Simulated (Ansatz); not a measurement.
C6H5Cl3Ti, SMILES `[Cl][Ti]([Cl])([Cl])[c]1ccccc1`. The species carries charge 0 and has multiplicity 1.

```xyz
15

Cl   -0.523   -1.190    3.602
Ti   -0.098   -1.969    1.609
Cl    1.895   -2.837    1.473
Cl   -1.643   -3.339    0.904
C    -0.078   -0.397    0.349
C    -0.399   -0.571   -1.001
C    -0.303    0.493   -1.884
C     0.114    1.736   -1.430
C     0.437    1.920   -0.093
C     0.343    0.860    0.795
H    -0.730   -1.536   -1.369
H    -0.557    0.352   -2.929
H     0.186    2.567   -2.122
H     0.761    2.893    0.260
H     0.595    1.018    1.837
```

Question: What are the harmonic wavenumbers in cm⁻¹ at PBE0-D4/def2-TZVP (Ansatz, finite differences of forces, unscaled)? (Estimate.)

Answer: Ansatz gave: 19i, 57, 84, 111, 113, 114, 133, 156, 297, 389, 407, 437, 506, 509, 620, 686, 709, 751, 866, 946, 992, 1014, 1017, 1053, 1097, 1104, 1184, 1213, 1319, 1363, 1458, 1507, 1623, 1631, 3185, 3189, 3197, 3206, 3215.
